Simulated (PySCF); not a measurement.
Gas-phase reaction: 2 SiHBr3 + 2 SiHF + 2 H → 3 SiH2Br2 + SiF2. Level: ωB97M-V/def2-TZVP†; standard pressure 1 bar.

Computed with PySCF and rigid-rotor harmonic-oscillator thermochemistry at 1 bar. † marks an energy on the PBE0/def2-TZVP geometry and frequencies. Open shells (unrestricted): H (multiplicity 2); the rest are closed-shell singlets. Br: all electrons, no relativistic terms. SiHF: computed as isolated molecules; such fragments, hydroxides, amides, oligomers or adducts are transient or little studied in the gas. The harmonic model lacks anharmonicity and excited electronic states, which grow with temperature; levels with a mode under 35 cm⁻¹ are left out. Soft modes under 120 cm⁻¹ make the harmonic entropy rough for SiHBr3, SiH2Br2.

```tsv
T (K)	1000/T (1/K)	log10 K
1200	0.8333	19.05
1400	0.7143	14.50
1600	0.6250	?
1800	0.5556	8.42
2000	0.5000	6.30
2500	0.4000	2.49
```

Question: Fit log10 K = a + b·(1000/T) to the five rows, get the mean ΔH° and ΔS°, and predict log10 K at 1600 K.

Answer: Means: 1000/T = 0.6006, log10 K = 10.152. Sums of products about the means: Sxy = 4.56738, Sxx = 0.119463, so b = Sxy/Sxx = 38.23 and a = 10.152 − (38.23)×0.6006 = -12.81.
ΔH° = −R ln 10 × 1000 K × b = −19.145 × (38.23) = -732 kJ; ΔS° = R ln 10 × a = -245 J/K. The run's own values go from -732 kJ and -245 J/K at 1200 K to -729 kJ and -244 J/K at 2500 K.
Prediction at 1600 K: -12.81 + (38.23)×0.6250 = 11.08. The computed value is 11.08, 0.00 from the line.
For scale, ΔH°(298 K) is -718 kJ at this level, -733 kJ at ωB97X-V/def2-TZVP†, and runs from -845 to -634 kJ over the 20 levels computed.
